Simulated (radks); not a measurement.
Question: The mean radii <r> (bohr) of the occupied orbitals of an atom or ion are listed with their occupations. All-electron calculation, scalar-relativistic Kohn-Sham, exchange-only B88, spin-unpolarised, spherical densities, point nucleus. Program: a radial shooting solver on a logarithmic mesh with Libxc functionals.

orbital  occ.      <r>
1s          2  0.02356
2s          2  0.09691
2p          2  0.08432

Name the element and its charge.

Answer: Z = 60, neodymium, charge +54: Nd54+ in [He] 2s2 2p2. The 1s radius gives Z: for a bare nucleus <r> = (2 gamma + 1)/(2Z) with gamma = sqrt(1 - (Z/c)^2), 0.02332 bohr for Z = 60, and screening makes it slightly larger (0.02356 here). The occupations add up to 6, and the charge is Z minus that.
